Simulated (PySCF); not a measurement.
**Property card for `[S-]Cn1cccc1`**

Species: C₅H₆NS (charge -1).
Atom-mapped SMILES: `[S-:1][CH2:2][n:3]1[cH:4][cH:5][cH:6][cH:7]1` (hydrogens: H8, H9 on C2; H10 on C4; H11 on C5; H12 on C6; H13 on C7)

**GFN2-xTB geometry**

* Point group of the GFN2-xTB geometry: Cs
* Rotational constants A, B, C of the GFN2-xTB geometry: 6.206, 1.328, 1.237 GHz

PBE0/pcSseg-1 ground state and GIAO shieldings, non-relativistic (PySCF):

* HOMO energy: 0.19 eV
* LUMO energy: 4.98 eV
* HOMO–LUMO gap: 4.79 eV
* Lowest Hirshfeld atomic charge: -0.68 e on S1
* Highest Hirshfeld atomic charge: +0.04 e on H10/H13
* 13C chemical shifts (computed TMS as zero) by class: 122.8 (C4/C7), 105.4 (C5/C6), 61.2 (C2) ppm
* 1H chemical shifts (computed TMS as zero) by class: 6.70 (H10/H13), 5.88 (H8/H9), 5.61 (H11/H12) ppm
* Isotropic shieldings of nuclei other than C and H, by class: 32 (N3), 509 (S1) ppm
* Mayer bond orders between heavy atoms: S1–C2 1.16, C2–N3 0.86, N3–C4 1.20, C4–C5 1.48, C5–C6 1.36, C6–C7 1.48, C7–N3 1.20

Monoisotopic mass of the ion (most abundant isotopes, electron mass counted): 112.0226 u.

The rotational constants make it an asymmetric top with κ = (2B − A − C)/(A − C) = -0.96, nearer the prolate limit (−1). With B = h/(8π²I), that is 505.379 GHz u Å² over I, the principal moments of inertia are 81.4, 380.4 and 408.6 u Å² (most abundant isotopes).

Isolated species at its GFN2-xTB geometry (one conformer only). The HOMO energy is positive, so at this level the finite basis confines the outermost electrons. No diffuse functions stand in pcSseg-1, which bears on an anion's orbital energies.

Shape of the structure used: `[S-:1][CH2:2][n:3]1[cH:4][cH:5][cH:6][cH:7]1`: S1–C2–N3–C4 -88°.
